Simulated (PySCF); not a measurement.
SMILES c1ccc(-c2ccccn2)cc1 at its GFN2-xTB optimised geometry (Å):

```
21

C     -1.6836    -3.1388     0.0000
C     -2.3667    -1.9334     0.0000
C     -1.6701    -0.7416     0.0000
C     -0.2737    -0.7268     0.0000
C      0.4188     0.5713     0.0000
C      1.8108     0.7001     0.0000
C      2.3724     1.9640     0.0000
C      1.5414     3.0728     0.0000
C      0.1727     2.8481     0.0000
N     -0.3687     1.6487     0.0000
C      0.4015    -1.9467     0.0000
C     -0.2991    -3.1388     0.0000
H     -2.2258    -4.0730     0.0000
H     -3.4470    -1.9251     0.0000
H     -2.1892     0.2035     0.0000
H      2.4518    -0.1667     0.0000
H      3.4470     2.0821     0.0000
H      1.9403     4.0751     0.0000
H     -0.5292     3.6730     0.0000
H      1.4801    -1.9814     0.0000
H      0.2403    -4.0751     0.0000
```

Method: B3LYP/def2-SVP (PySCF).

Map of the electron localisation function on the plane z = 0.8 Å:

```
|                             |
|                             |
|                             |
|                 .*+.        |
|           :#+   =@@+        |
|           #@@-  +@@=        |
|           *@@*:-*#*.        |
|            =#**#**=         |
|             =*#%##*:-++.    |
|          .--+#+:-##+%@@=    |
|          -%%#*. .+**%@@-    |
|           #%#*-.-#%=-=-     |
|       .=:  --***##*:        |
|       :%@+  .+*##**-        |
|        +%#-:-*+--*%%-       |
|        .+**#**-  :%@#.      |
|        .*#####+   .-:       |
|    :##+=#%=:=%#==.          |
|    =@@%*#*. :***%@=         |
|    -%%#+##: =%#+#@#         |
|     ::.:##***%*:.::         |
|        .+*#%**=             |
|        =##+=+##:            |
|       :%@#: -%@#.           |
|       -@@*  .%@%.           |
|        +*:   =*-            |
|                             |
|                             |
|                             |
```
Scale: ten equal steps from 0.000 (start of ' ') to 0.932 (end of '@'), in the order ' .:-=+*#%@'; x runs from -6.50 to 6.50, y from -6.50 (bottom) to 6.50 (top).
